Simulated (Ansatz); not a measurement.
Calculation: frozen-core CCSD(T)/def2-TZVPP // PBE-D3(BJ)/def2-SVP (Ansatz, a first-principles code).

Ansatz 0.2 input:
```yaml
crystal:
  periodic: [false, false, false]
  atoms:
    - { symbol: Cd, position_ang: [0.004129, -0.001305, -0.016932] }
    - { symbol: Cl, position_ang: [-0.537408, 0.169853, 2.203666] }
    - { symbol: Br, position_ang: [0.57453, -0.181583, -2.355891] }
basis:
  gaussian: { orbitals: def2-TZVPP }
correlation:
  method: ccsd_t
```

Output:

```
Functional definition: HF
966 factors; integrals over basis functions are off by at most 1.4e-3 eV
mean field evaluation 1: about -87045.2698 eV, gradient 2.0e1 eV
mean field evaluation 2: about -87045.5459 eV, gradient 2.1e1 eV
mean field evaluation 4: about -87046.8770 eV, gradient 1.6e0 eV
mean field evaluation 8: about -87046.8942 eV, gradient 2.2e-1 eV
mean field evaluation 16: about -87046.8945 eV, gradient 1.8e-6 eV
mean field -87046.89447066 eV, -3198.9143692924 hartree, gradient 1.8e-6 eV, S^2 0.000000; 0 other end points of the search recorded, 0 dependent functions left out
14 core orbitals not correlated
reference -87046.89447066 eV, -3198.9143692924 hartree; 22, 22 occupied and 110, 110 virtual orbitals, 966 factors
second order -31.49407585 eV of doubles, -0.00000000 eV of singles
cycle   1  -30.49698606 eV  change     1.0e0 eV  update   1.1e-1
cycle   2  -31.13369957 eV  change   -6.4e-1 eV  update   2.9e-2
cycle   3  -31.24573891 eV  change   -1.1e-1 eV  update   1.9e-2
cycle   4  -31.19444230 eV  change    5.1e-2 eV  update   6.6e-3
cycle   5  -31.19381541 eV  change    6.3e-4 eV  update   2.5e-3
cycle   6  -31.19682261 eV  change   -3.0e-3 eV  update   6.1e-4
cycle   7  -31.19635030 eV  change    4.7e-4 eV  update   2.2e-4
cycle   8  -31.19632958 eV  change    2.1e-5 eV  update   7.0e-5
cycle   9  -31.19639999 eV  change   -7.0e-5 eV  update   2.2e-5
cycle  10  -31.19638834 eV  change    1.2e-5 eV  update   5.6e-6
perturbative correction -0.99942587 eV, -0.0367282235 hartree
Total energy: -87079.09028488 eV, -3200.0975436418 hartree
```

Cost: roughly 21 core-seconds.
